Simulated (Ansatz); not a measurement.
Reaction (redistribution): `N[SiH]([SiH3])CCl` + `CC[SiH2][SbH2]` → `CC[SiH](N)[SiH3]` + `ClC[SiH2][SbH2]`

Program: Ansatz. Geometries: PBE0-D4/def2-TZVP. ΔE: electronic, gas phase. CCSD(T)/CBS adds triple-zeta CCSD(T) − MP2 to the extrapolated MP2 energy (def2 sets, frozen cores). DFT in def2-TZVPP. B3LYP here is the variant with VWN-RPA as its local correlation; programs differ in this. Elements past krypton have def2 core potentials. For Sb outer-core shells are correlated without core-valence functions, which leaves a few kJ/mol of doubt a bond. One conformer a species, not always the lowest.

```tsv
level	ΔE (kcal/mol)	difference from CCSD(T)/CBS
B3LYP-D4	1.2	0.0
ωB97X-V	1.1	-0.1
B2PLYP	1.0	-0.2
PBE	0.8	-0.4
r2SCAN	1.1	-0.1
PBE0	1.0	-0.2
B3LYP	0.9	-0.3
HF/def2-TZVPP	1.4	0.2
MP2/def2-TZVPP	1.2	0.0
SCS-MP2/def2-TZVPP	1.2	0.0
CCSD/def2-TZVPP	1.1	-0.1
CCSD(T)/def2-TZVPP	1.1	-0.1
HF/def2-QZVPP	1.4	0.2
MP2/def2-QZVPP	1.3	0.1
HF/CBS(def2)	1.4	0.2
MP2/CBS(def2)	1.4	0.2
CCSD(T)/CBS	1.2	0
```

Largest T1 diagnostic among the species: 0.012.
